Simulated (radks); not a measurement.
Species: Mn III. Configuration: [Ar] 3d5.

Calculated with a radial shooting solver on a logarithmic mesh with Libxc functionals: non-relativistic Kohn-Sham, TPSS, spin-polarised, spherical densities, point nucleus; open shells are filled with parallel spins first; meta-GGA in the generalised Kohn-Sham scheme.

Energy parts (hartree):
| part | energy |
|---|---|
| total | -1150.18212 |
| kinetic | 1149.29079 |
| electron-nucleus | -2718.22622 |
| Hartree | 470.48378 |
| exchange-correlation | -51.73046 |

Orbitals (lengths in bohr, moments of r in powers of bohr; <r^-3> diverges for s and p1/2):
| orbital | occ. | eigenvalue (hartree) | <r> | <r^4> | <r^-3> |
|---|---|---|---|---|---|
| 1s up | 1 | -235.3606 | 0.06152 | 0.00006581 | - |
| 1s down | 1 | -235.3614 | 0.06152 | 0.00006581 | - |
| 2s up | 1 | -27.67024 | 0.2823 | 0.01544 | - |
| 2s down | 1 | -27.59463 | 0.2818 | 0.01531 | - |
| 2p up | 3 | -23.75495 | 0.2485 | 0.01172 | 403.4 |
| 2p down | 3 | -23.69472 | 0.2479 | 0.01159 | 404.9 |
| 3s up | 1 | -3.84290 | 0.8599 | 1.175 | - |
| 3s down | 1 | -3.64044 | 0.8628 | 1.198 | - |
| 3p up | 3 | -2.72520 | 0.9064 | 1.627 | 49.03 |
| 3p down | 3 | -2.52222 | 0.9130 | 1.701 | 48.25 |
| 3d up | 5 | -0.95254 | 1.122 | 6.268 | 4.296 |
| 3d down | 0 | -0.76528 | 1.196 | 8.823 | 3.995 |

The highest occupied level is 3d up at -25.920 eV. The electron density at the nucleus is 1.056e+04 e/bohr^3.
